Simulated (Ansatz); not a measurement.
Consider the redistribution: `O[SiH](F)S[SiH2]Cl` + `[NH2][Ti]([OH])([OH])[F]` → `F[SiH](F)S[SiH2]Cl` + `[NH2][Ti]([OH])([OH])[OH]`.

Gas-phase electronic energies from Ansatz, PBE0-D4/def2-TZVP geometries. CCSD(T)/CBS adds triple-zeta CCSD(T) − MP2 to the extrapolated MP2 energy (def2 sets, frozen cores). For Ti outer-core shells are correlated without core-valence functions, which leaves a few kJ/mol of doubt a bond. Scalar relativity is left out up to krypton. Each species was taken in one conformer, which may not be the lowest.

```
                    species  CCSD(T)/def2-TZVPP energy (Eh)
       `O[SiH](F)S[SiH2]Cl`                     -1613.08530
 `[NH2][Ti]([OH])([OH])[F]`                     -1156.15129
       `F[SiH](F)S[SiH2]Cl`                     -1637.10518
`[NH2][Ti]([OH])([OH])[OH]`                     -1132.12579
```

(1) Work out ΔE.

Largest T1 diagnostic among the species: 0.024, so the coupled-cluster value is less sure than usual.

## Answers

(1) ΔE = (-1637.10518) + (-1132.12579) − (-1613.08530) − (-1156.15129) = 0.00562 Eh = +14.8 kJ/mol. CCSD(T)/CBS gives +12.7 kJ/mol.

In def2-TZVPP, CCSD(T) changes the Hartree–Fock value by −5.2 kJ/mol (the triples alone add −0.8 kJ/mol) and MP2 by −5.8 kJ/mol.
